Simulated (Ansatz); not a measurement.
Reaction (hydrogenolysis of a C–N bond): `N[CH2][InH2]` + H₂ → `[CH3][InH2]` + NH₃

Computed with Ansatz on PBE0-D4/def2-TZVP structures; ΔE is electronic, products minus reactants. CCSD(T)/CBS is the MP2 limit (def2-TZVPP, def2-QZVPP) plus CCSD(T) − MP2 in def2-TZVPP, frozen cores. This one scheme is used for every species. DFT in def2-TZVPP. HSE06 is defined as in plane-wave codes. Elements past krypton have def2 core potentials. For In outer-core shells are correlated without core-valence functions, which leaves a few kJ/mol of doubt a bond. One conformer a species, not always the lowest.

```json
{"level": "LDA (SPW92)", "ΔE (kJ/mol)": "-109.9"}
{"level": "r2SCANh-D4", "ΔE (kJ/mol)": "-119.7"}
{"level": "HSE06-D4", "ΔE (kJ/mol)": "-117.8"}
{"level": "CAM-B3LYP-D4", "ΔE (kJ/mol)": "-119.1"}
{"level": "ωB97X-V", "ΔE (kJ/mol)": "-116.5"}
{"level": "r2SCAN", "ΔE (kJ/mol)": "-119.3"}
{"level": "MP2/def2-TZVPP", "ΔE (kJ/mol)": "-119.3"}
{"level": "CCSD/CBS(def2)", "ΔE (kJ/mol)": "-122.2"}
```

Q: What does CCSD(T)/CBS give? (Best estimate.)

A: Ansatz gave: -118.7 kJ/mol. The listed levels differ from it by 8.8, -1.0, 0.9, -0.4, 2.2, -0.6, -0.6, -3.5 kJ/mol.

Largest T1 diagnostic among the species: 0.013.

Leaving LDA and LC-ωPBE aside and taking each functional with its dispersion term where it has one, the values, not all of them listed here, spread over 19.6 kJ/mol, from B97M-V to revPBE-D4. LDA lies +6.4 kJ/mol from PBE without D4. From PBE to PBE0 (25 % exact exchange), in def2-TZVPP and without D4, ΔE moves by −4.9 kJ/mol.
